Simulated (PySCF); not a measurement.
H2SSi, SMILES S[SiH] (connectivity only; charge and spin as stated), neutral, multiplicity 1. Coordinates come from a PBE-D3(BJ)/def2-TZVP optimisation.

Method: PBE-D3(BJ)/def2-TZVP (PySCF).

Harmonic wavenumbers (cm⁻¹): 499, 612, 633, 890, 1965, 2579. Rotational constants (GHz): 124.8, 7.128, 6.743; symmetry number 1.

Question: Work out the zero-point energy and the ideal-gas rigid-rotor harmonic-oscillator thermochemistry at 298.15 K and 1 atm.

Answer: ZPE = ½ Σ hcν = ½ × 7178 cm⁻¹ = 10.26 kcal/mol. H − E(el) = 12.99 kcal/mol. Entropy in cal/(mol K): translation 38.30, rotation 21.51, vibration 1.63, total 61.44. G − E(el) = -5.33 kcal/mol. Cp = 11.70 cal/(mol K).
